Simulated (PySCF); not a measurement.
**A parent and its derivatives**

Method: TDDFT CAM-B3LYP/def2-SVPD, vertical, gas phase, core orbitals frozen in the response in PySCF. Geometries: GFN2-xTB; one conformer of each isolated species. Triplets are in the Tamm–Dancoff approximation.

Parent: `P=C` (CH3P), with lowest singlet excitation energy 4.73 eV, HOMO energy -9.04 eV, mean static polarisability 39.0 au, S1–T1 gap 1.83 eV, LUMO energy -0.59 eV. Its spectrum: 4.73 eV (f 0.010); 5.85 eV (f 0.214); 6.82 eV (f 0.031); 7.04 eV (f 0.001); 7.54 eV (f 0.119).

Shifts from the parent:

| change | SMILES | Δ S1 (eV) | Δ HOMO (eV) | Δ α (au) | Δ S1−T1 (eV) | Δ LUMO (eV) |
| --- | --- | --- | --- | --- | --- | --- |
| H replaced by CH2OH | C=PCO | -0.30 | +0.42 | +17.0 | -0.35 | +0.16 |
| H replaced by cyclopentenyl | C=PC1=CCCC1 | -0.17 | +1.16 | +57.5 | +0.08 | +0.11 |
| H replaced by NEt2 | C=PN(CC)CC | +0.09 | +1.84 | +56.3 | +0.16 | +0.98 |
| H replaced by cBu | C=PC1CCC1 | -0.34 | +0.58 | +42.9 | -0.20 | +0.14 |
| H replaced by CH2COCH3 | C=PCC(C)=O | -0.41 | +0.49 | +36.9 | -0.31 | -0.20 |
| H replaced by sBu | C=P[C@H](C)CC | -0.23 | +0.47 | +48.3 | -0.22 | +0.26 |
| H replaced by 3-thienyl | C=Pc1ccsc1 | -0.28 | +1.03 | +61.6 | -0.06 | -0.12 |
| H replaced by N(SiH3)2 | C=PN([SiH3])[SiH3] | +0.28 | +1.10 | +56.8 | +0.28 | +0.52 |

**Question.** Predict the same shifts for this change: H replaced by tAmyl (`C=PC(C)(C)CC`).

**Answer.** Δ lowest singlet excitation energy -0.26 eV, Δ HOMO energy +0.58 eV, Δ mean static polarisability +59.3 au, Δ S1–T1 gap -0.36 eV, Δ LUMO energy +0.37 eV. Spectrum: 278 nm (f 0.007); 216 nm (f 0.209); 195 nm (f 0.008); 176 nm (f 0.034); 170 nm (f 0.102). S1 falls most with H replaced by CH2COCH3 (-0.41 eV), and it rises most with H replaced by N(SiH3)2 (+0.28 eV). S1 is simply the lowest singlet of each species and needn't be the same kind of state throughout. Over these 9 changes the shifts of S1 and of the HOMO–LUMO gap correlate with r = -0.17.

Lowest levels of each derivative:
- `C=PCO`: 4.43 eV (f 0.007); 5.68 eV (f 0.163); 6.19 eV (f 0.023)
- `C=PC1=CCCC1`: 4.55 eV (f 0.009); 4.94 eV (f 0.360); 6.16 eV (f 0.031)
- `C=PN(CC)CC`: 4.82 eV (f 0.177); 5.74 eV (f 0.009); 5.93 eV (f 0.031)
- `C=PC1CCC1`: 4.39 eV (f 0.007); 5.39 eV (f 0.167); 6.09 eV (f 0.005)
- `C=PCC(C)=O`: 4.31 eV (f 0.007); 4.61 eV (f 0.005); 5.38 eV (f 0.087)
- `C=P[C@H](C)CC`: 4.50 eV (f 0.007); 5.62 eV (f 0.201); 6.37 eV (f 0.007)
- `C=Pc1ccsc1`: 4.44 eV (f 0.085); 4.90 eV (f 0.042); 5.22 eV (f 0.085)
- `C=PC(C)(C)CC`: 4.47 eV (f 0.007); 5.75 eV (f 0.209); 6.36 eV (f 0.008)
- `C=PN([SiH3])[SiH3]`: 5.00 eV (f 0.118); 5.46 eV (f 0.049); 5.68 eV (f 0.006)
